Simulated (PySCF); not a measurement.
Compound: C3H5NSi2.
SMILES: `[SiH3][Si@H](C#N)C#C`

Jobs on this species (11 atoms, 58 electrons) with PySCF (density fitting). Hardware of each: one thread of an Intel Xeon 6975P-C, no GPU, shared host. Other jobs ran on the host; a repeat could differ by tens of per cent or more. Peak memory is the resident size of the whole Python process, interpreter and libraries included.

| level and settings | work | basis functions | SCF cycles | wall time | peak memory |
| --- | --- | --- | --- | --- | --- |
| PBE0/pcSseg-0 | shieldings, charges and field gradients | 72 | ? | ? | ? |
| PBE0/pcSseg-2 | shieldings | 300 | ? | ? | ? |
| mPW1PW91/pcSseg-2 | shieldings | 300 | ? | ? | ? |
| PBE0-D3(BJ)/def2-SVP, grid level 1 | geometry optimisation from a GFN2-xTB start shaken at random | 117 | 37 | 17 s | 0.51 GiB |
| PBE0/6-31G* | shieldings, charges and field gradients | 102 | 14 | 6.3 s | 0.57 GiB |
| PBE0/cc-pVTZ | shieldings, charges and field gradients | 258 | 14 | 22 s | 1.0 GiB |
| PBE0/aug-cc-pVDZ | shieldings, charges and field gradients | 191 | 14 | 14 s | 0.93 GiB |
| BHandHLYP/pcSseg-2 | shieldings | 300 | 13 | 26 s | 1.2 GiB |
| PBE0/def2-SVP | shieldings, charges and field gradients | 117 | 14 | 6.5 s | 0.63 GiB |

**Question.** Fill in the missing figures.

**Answer.** 
- PBE0/pcSseg-0; shieldings, charges and field gradients: 4.0 s, 0.45 GiB, 14 SCF cycles
- PBE0/pcSseg-2; shieldings: 27 s, 1.2 GiB, 14 SCF cycles
- mPW1PW91/pcSseg-2; shieldings: 26 s, 1.2 GiB, 13 SCF cycles

**Question.** What do all jobs in the table cost together?

**Answer.** About 2.5 min; the longest takes about 18 % of that, and about 6.8 times as long as the shortest.
